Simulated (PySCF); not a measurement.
Be(H)(SH), SMILES [BeH][SH] at its PBE0/def2-SVP optimised geometry (Å):

```
4

Be     0.3200     0.6405     0.0000
H      1.6534     0.6405     0.0000
S     -1.5958     0.6491    -0.0024
H     -1.6534    -0.6491     0.3800
```

Level of theory: PBE0/def2-TZVP (PySCF). Cells within 0.4 Å of a nucleus heavier than hydrogen are left out (blank, or x).

Map of the log10 of the electron density (e/bohr³), floored at −4 on the plane z = 0.0 Å:

```
|0000000000000000000000000000000|
|0000000000000000000000000000000|
|0000000000000000000000000000000|
|0000000000000000000000000000000|
|0000001111111100000000000000000|
|0000112222222221111111100000000|
|0001223344433332222222211000000|
|0012344555554443333333322100000|
|0123445666665554444554433210000|
|0123456777776655555665544321000|
|1234567888887766566676654321000|
|1234678899988777777778765432100|
|12356789xxx9887xxx7889875432100|
|12356788xxx9887xxx8889876432100|
|123457889x988777x87788765432100|
|0234567888887766666777665431000|
|0123467788877665555666554321000|
|0123456788876655445555443210000|
|0012345677765544444443332110000|
|0012345666655433333332221000000|
|0001234455544322222211110000000|
|0000123344433221111100000000000|
|0000012233222110000000000000000|
|0000000111110000000000000000000|
|0000000000000000000000000000000|
|0000000000000000000000000000000|
|0000000000000000000000000000000|
|0000000000000000000000000000000|
|0000000000000000000000000000000|
|0000000000000000000000000000000|
|0000000000000000000000000000000|
```
Scale: ten equal steps from -4.00 (start of '0') to -0.291 (end of '9'), in the order '0123456789'; x runs from -4.00 to 4.00, y from -4.00 (bottom) to 4.00 (top).
